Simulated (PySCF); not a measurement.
## Calculated data, AlBHN

All values are calculated (PySCF 2.14.0). Calculation on a computer-drawn molecule: vertical ionisation energy to the stated ion spin, frozen-core CCSD(T) at the basis limit and cheaper methods, single-reference cases, UHF for radicals, no spin-orbit; all values are single points at the evaluated structure, the first of each entry, which is the reference or a displaced copy of it and isn't optimised; the reference structure only sets the zero of the energies above reference; triples share is (T) over the correlation energy.

Common to all runs: charge 0; multiplicity 1; ion multiplicity 2; diffuse functions no; basis cc-pV(n+d)Z; reference is the Hartree-Fock double-zeta minimum; best is HF at quadruple zeta + MP2 correlation extrapolated from triple and quadruple zeta + CCSD(T) minus MP2 at triple zeta; basis step is the size of the change from the same recipe one zeta lower.

(1) AlBHN

Evaluated structure:
```xyz
4
AlBHN
B     -0.1832     2.6020     1.3635
N     -0.0183     2.2656     0.3872
Al     0.4303     1.6317    -1.2398
H     -0.5628     3.0619     2.3587
```

Reference structure:
```xyz
4
AlBHN
B     -0.3024     2.7105     1.4124
N      0.0113     2.2682     0.2838
Al     0.4621     1.6343    -1.3356
H     -0.5964     3.1247     2.4698
```

```
ionisation energy best                         : 8.78 eV
ionisation energy basis step                   : 0.01311 eV
energy above reference best                    : 65.57 kcal/mol
energy above reference basis step              : 2.383 kcal/mol
ionisation energy Koopmans at triple zeta      : 8.368 eV
ionisation energy EOM CCSD at triple zeta      : 8.724 eV
total energy HF triple zeta                    : -321.6130 hartree
total energy CCSD(T) triple zeta               : -321.9773 hartree
total energy best                              : -322.0289 hartree
T1 diagnostic at triple zeta                   : 0.01241
D1 diagnostic at triple zeta                   : 0.02681
ion T1 diagnostic at triple zeta               : 0.01458
ion D1 diagnostic at triple zeta               : 0.04102
ion spin squared at triple zeta                : 0.7538
triples share at triple zeta                   : 0.04004
basis functions triple zeta                    : 113
dipole magnitude HF at triple zeta             : 0.9349 debye
dipole magnitude CCSD unrelaxed at triple zeta : 0.4578 debye
dipole magnitude PBE at triple zeta            : 0.5059 debye
dipole magnitude r2SCAN at triple zeta         : 0.6832 debye
dipole magnitude B3LYP at triple zeta          : 0.4662 debye
dipole magnitude wB97X at triple zeta          : 0.6514 debye
```

Drawn bonds:
```tsv
atom	other atom	order
1	2	2
2	3	1
1	4	1
```

Triple zeta:
```tsv
method	ionisation energy (eV)	energy above reference (kcal/mol)
HF	7.608	60.43
PBE	8.629	67.2
r2SCAN	8.469	65.03
B3LYP	8.758	63.31
wB97X	8.758	63.27
MP2	8.437	68.86
CCSD	8.686	66.19
CCSD(T)	8.711	68.18
```

(2) AlBHN

Evaluated structure:
```xyz
4
AlBHN
B     -0.2242     2.6510     1.3524
N     -0.1144     2.3223     0.2165
Al     0.4110     1.6079    -1.3448
H     -0.5517     3.1844     2.4952
```

Reference structure:
```xyz
4
AlBHN
B     -0.3024     2.7105     1.4124
N      0.0113     2.2682     0.2838
Al     0.4621     1.6343    -1.3356
H     -0.5964     3.1247     2.4698
```

```
ionisation energy best                         : 8.688 eV
ionisation energy basis step                   : 0.01305 eV
energy above reference best                    : 11.55 kcal/mol
energy above reference basis step              : 0.6133 kcal/mol
ionisation energy Koopmans at triple zeta      : 8.276 eV
ionisation energy EOM CCSD at triple zeta      : 8.62 eV
total energy HF triple zeta                    : -321.6928 hartree
total energy CCSD(T) triple zeta               : -322.0668 hartree
total energy best                              : -322.1150 hartree
T1 diagnostic at triple zeta                   : 0.01521
D1 diagnostic at triple zeta                   : 0.03036
ion T1 diagnostic at triple zeta               : 0.0165
ion D1 diagnostic at triple zeta               : 0.04125
ion spin squared at triple zeta                : 0.7537
triples share at triple zeta                   : 0.04518
basis functions triple zeta                    : 113
dipole magnitude HF at triple zeta             : 1.628 debye
dipole magnitude CCSD unrelaxed at triple zeta : 0.9337 debye
dipole magnitude PBE at triple zeta            : 0.9811 debye
dipole magnitude r2SCAN at triple zeta         : 1.201 debye
dipole magnitude B3LYP at triple zeta          : 0.9972 debye
dipole magnitude wB97X at triple zeta          : 1.219 debye
```

Drawn bonds:
```tsv
atom	other atom	order
1	2	2
2	3	1
1	4	1
```

Triple zeta:
```tsv
method	ionisation energy (eV)	energy above reference (kcal/mol)
HF	7.475	10.35
PBE	8.534	11.47
r2SCAN	8.367	11.35
B3LYP	8.651	11.15
wB97X	8.652	10.74
MP2	8.356	12.69
CCSD	8.585	11.49
CCSD(T)	8.619	12.03
```

(3) AlBHN

Evaluated structure:
```xyz
4
AlBHN
B     -0.2242     2.6510     1.3524
N     -0.1144     2.3223     0.2165
Al     0.4110     1.6079    -1.3448
H     -0.5537     3.1877     2.5022
```

Reference structure:
```xyz
4
AlBHN
B     -0.3024     2.7105     1.4124
N      0.0113     2.2682     0.2838
Al     0.4621     1.6343    -1.3356
H     -0.5964     3.1247     2.4698
```

```
ionisation energy best                         : 8.689 eV
ionisation energy basis step                   : 0.01307 eV
energy above reference best                    : 12.03 kcal/mol
energy above reference basis step              : 0.6117 kcal/mol
ionisation energy Koopmans at triple zeta      : 8.277 eV
ionisation energy EOM CCSD at triple zeta      : 8.621 eV
total energy HF triple zeta                    : -321.6920 hartree
total energy CCSD(T) triple zeta               : -322.0660 hartree
total energy best                              : -322.1142 hartree
T1 diagnostic at triple zeta                   : 0.01522
D1 diagnostic at triple zeta                   : 0.03035
ion T1 diagnostic at triple zeta               : 0.01651
ion D1 diagnostic at triple zeta               : 0.04128
ion spin squared at triple zeta                : 0.7537
triples share at triple zeta                   : 0.0452
basis functions triple zeta                    : 113
dipole magnitude HF at triple zeta             : 1.622 debye
dipole magnitude CCSD unrelaxed at triple zeta : 0.9292 debye
dipole magnitude PBE at triple zeta            : 0.9767 debye
dipole magnitude r2SCAN at triple zeta         : 1.197 debye
dipole magnitude B3LYP at triple zeta          : 0.9925 debye
dipole magnitude wB97X at triple zeta          : 1.214 debye
```

Drawn bonds:
```tsv
atom	other atom	order
1	2	2
2	3	1
1	4	1
```

Triple zeta:
```tsv
method	ionisation energy (eV)	energy above reference (kcal/mol)
HF	7.476	10.88
PBE	8.535	11.91
r2SCAN	8.368	11.84
B3LYP	8.652	11.64
wB97X	8.653	11.23
MP2	8.357	13.19
CCSD	8.586	11.98
CCSD(T)	8.62	12.5
```

(4) AlBHN

Evaluated structure:
```xyz
4
AlBHN
B     -0.2242     2.6510     1.3524
N     -0.1144     2.3223     0.2165
Al     0.4110     1.6079    -1.3448
H     -0.6186     3.2933     2.7285
```

Reference structure:
```xyz
4
AlBHN
B     -0.3024     2.7105     1.4124
N      0.0113     2.2682     0.2838
Al     0.4621     1.6343    -1.3356
H     -0.5964     3.1247     2.4698
```

```
ionisation energy best                         : 8.717 eV
ionisation energy basis step                   : 0.01351 eV
energy above reference best                    : 34.06 kcal/mol
energy above reference basis step              : 0.5261 kcal/mol
ionisation energy Koopmans at triple zeta      : 8.329 eV
ionisation energy EOM CCSD at triple zeta      : 8.659 eV
total energy HF triple zeta                    : -321.6530 hartree
total energy CCSD(T) triple zeta               : -322.0312 hartree
total energy best                              : -322.0791 hartree
T1 diagnostic at triple zeta                   : 0.01571
D1 diagnostic at triple zeta                   : 0.03012
ion T1 diagnostic at triple zeta               : 0.01711
ion D1 diagnostic at triple zeta               : 0.04273
ion spin squared at triple zeta                : 0.7537
triples share at triple zeta                   : 0.04604
basis functions triple zeta                    : 113
dipole magnitude HF at triple zeta             : 1.415 debye
dipole magnitude CCSD unrelaxed at triple zeta : 0.7644 debye
dipole magnitude PBE at triple zeta            : 0.8003 debye
dipole magnitude r2SCAN at triple zeta         : 1.012 debye
dipole magnitude B3LYP at triple zeta          : 0.8134 debye
dipole magnitude wB97X at triple zeta          : 1.035 debye
```

Drawn bonds:
```tsv
atom	other atom	order
1	2	2
2	3	1
1	4	1
```

Triple zeta:
```tsv
method	ionisation energy (eV)	energy above reference (kcal/mol)
HF	7.511	35.33
PBE	8.555	32.88
r2SCAN	8.394	34.13
B3LYP	8.676	34.05
wB97X	8.682	33.87
MP2	8.384	36.32
CCSD	8.614	34.12
CCSD(T)	8.648	34.33
```
